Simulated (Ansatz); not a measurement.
Spectroscopic constants of KO, multiplicity 2 (lowest of 2S+1 = 2, 4 at CCSD(T)/def2-TZVPP on PBE0 minima; our sources give no spin for the ground state, which may be another). No spin–orbit coupling. K is treated without relativity.

D_e counts from the fitted minimum to each atom's lowest state at the same level, without counterpoise.

Correlated levels freeze the inner cores; with def2 sets outer-core shells near the valence are correlated too.

Programs: Ansatz (a quantum-chemistry and plane-wave program) with Gaussian orbitals. Each number belongs to the level named beside it.

```csv
level,bond energy D_e (kcal/mol)
PBE/def2-TZVPP,67.22
PBE0/def2-TZVPP,60.61
BHLYP/def2-TZVPP,55.35
CAM-B3LYP/def2-TZVPP,65.55
wB97M-V/def2-TZVPP,65.66
B2PLYP/def2-TZVPP,61.13
CCSD/def2-QZVPP,59.58
CCSD(T)/def2-TZVPP,56.10
CCSD(T)/def2-QZVPP,[?]
```

Task: Complete the blanks.

Result: 
- CCSD(T)/def2-QZVPP, bond energy D_e (kcal/mol): 62.48
